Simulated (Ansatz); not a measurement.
The cluster Cs₄Cl₄, relaxed as a singlet with RKS PBE0-D4/def2-SVP in Ansatz, starting from the GFN1-xTB geometry. Force threshold 0.02 eV/Å.

In the def2 sets Cs takes a core potential; there is no spin–orbit coupling. The structure comes from a short search, and lower isomers may exist.

Start:

```xyz
8

Cs    0.552   -0.113   -2.523
Cs   -1.895    1.753    0.407
Cs   -0.787   -2.339    0.811
Cs    2.130    0.709    1.331
Cl   -0.614    0.114    2.711
Cl   -2.311   -0.771   -1.414
Cl    2.066   -1.864   -0.451
Cl    0.860    2.510   -0.872
```

```
step  energy (eV)  largest force component (eV/Å)  SCF passes
   1  -52265.9672                           1.004          13
   2  -52266.5220                           0.295          19
   3  -52266.5918                           0.037          20
   4  -52266.5931                           0.001          21
```

Force components are those of the run's own axes.

End:

Cartesian coordinates in Å:
```
Cs 0.620 -0.119 -2.842
Cs -2.120 1.949 0.450
Cs -0.881 -2.623 0.910
Cs 2.380 0.793 1.482
Cl -0.594 0.113 2.712
Cl -2.272 -0.757 -1.413
Cl 2.024 -1.859 -0.430
Cl 0.842 2.502 -0.868
```

By distances, no bond broke or formed. The bond that changes most is Cs2–Cl5, from 3.10 to 3.29 Å (atoms count from 1).

No frequencies were taken in this run, so the end may be a saddle point.

It took 36 s on 4 threads of Arm Neoverse N1 on a shared host.
